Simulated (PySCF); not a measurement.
# Correlation energy of S²⁺ (sulfur, charge +2)

[Ne] 3s2 3p2, high-spin 3P determinant. All numbers are calculated (PySCF 2.14, no relativity, point nucleus, in aug-cc-pV(D+d)Z). Frozen: [Ne]; 4 electrons correlated.

| level | correlation energy (mhartree) |
| --- | --- |
| CCSD | -77.93 |
| (T) | -1.02 |
| CCSD(T) | -78.95 |
| CCSDT | -79.32 |

Diagnostics: T1 = 0.0080, D1 = 0.0216, largest double amplitude 0.107.

Cost of the coupled-cluster step: of the order of 0.13 core-seconds, for 4 correlated electrons.
